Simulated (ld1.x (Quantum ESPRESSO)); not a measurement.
# Before and after: TM semilocal potential for Ru

```json
{
  "Element": "ruthenium (Ru)",
  "Generator": "ld1.x (Quantum ESPRESSO) 7.5",
  "Type": "norm-conserving Troullier–Martins (semilocal form)",
  "Functional": "PBE",
  "Relativity": "scalar-relativistic",
  "Frozen core": "[Ar] 3d10",
  "Valence charge": "16",
  "Reference configuration": "4s2 4p6 4d7 5s1 5p0",
  "Partial waves": "4s (bound): rc 1.15 bohr; 4d (bound): rc 2.25 bohr; 4p (bound): rc 1.85 bohr",
  "Local potential": "the p channel",
  "Core correction": "none"
}
```

Occupied shells without a wave of their own: 5s. They enter only through the test configuration that unscreens the potential.

All-electron outer shells of the reference configuration (PBE, scalar-relativistic, ld1.x):

| shell | level (eV) | outermost node (bohr) | outermost maximum (bohr) |
| --- | --- | --- | --- |
| 3p | -447.22 | 0.16 | 0.36 |
| 3d | -273.12 | – | 0.30 |
| 4s | -76.37 | 0.48 | 0.92 |
| 4p | -46.42 | 0.49 | 0.98 |
| 4d | -5.20 | 0.48 | 1.21 |
| 5s | -4.24 | 1.24 | 2.73 |
| 5p | -0.91 | 1.41 | 3.97 |

Change: wave 4d (bound): rc 2.25 bohr becomes 4d (bound): rc 2.10 bohr.

Cutoffs: the cutoffs (Ry, on a coarse ladder) from which the occupation-weighted sum of valence levels, in a spherical-Bessel basis at the reference potential, stays within 10 and 1 mRy of its value at 400 Ry; they do not see the model core or the augmentation charge, which bear on the density cutoff. Errors are all-electron minus pseudo energies relative to the spin-unpolarised reference configuration.

Q: How do hardness, ghosts and transferability respond?

A: The potential gets neither clearly harder nor softer (110 Ry and 180 Ry → 110 Ry and 180 Ry); of the 7 tests that both files solve, the error grows in 0 and shrinks in 2 by more than 15 % and 0.3 meV (median size 132.2 → 98.2 meV); neither file shows a bound ghost. A semilocal file is local in each channel, so a ghost entry of none says nothing of the separable form that plane-wave codes build from it.

| quantity | base | changed |
| --- | --- | --- |
| cutoff, loose | 110 Ry | 110 Ry |
| cutoff, tight | 180 Ry | 180 Ry |
| bound ghosts | none | none |
| largest miss of a reference level, eV | 0.10 | 0.10 |
| error for 4s2 4p6 4d7 5s0 5p0, meV [ΔE 7.29 eV] | -138 | -138 |
| error for 4s2 4p6 4d6 5s0 5p0, meV [ΔE 25.48 eV] | -226 | -219 |
| error for 4s2 4p6 4d5 5s0 5p0, meV [ΔE 56.10 eV] | -328 | -312 |
| error for 4s2 4p5 4d7 5s1 5p0, meV [ΔE 52.39 eV] | -132 | -98 |
| error for 4s1 4p6 4d7 5s1 5p0, meV [ΔE 82.69 eV] | -115 | -74 |
| error for 4s2 4p6 4d8 5s0 5p0, meV [ΔE -0.33 eV] | -86 | -86 |
| error for 4s2 4p6 4d7 5s0.5 5p0, meV [ΔE 2.86 eV] | -60 | -60 |

Base: The 5s level has no wave, so the channel is fitted at the deeper level alone: the likely source of the large errors. Changed file: The 5s level has no wave, so the channel is fitted at the deeper level alone: the likely source of the large errors.
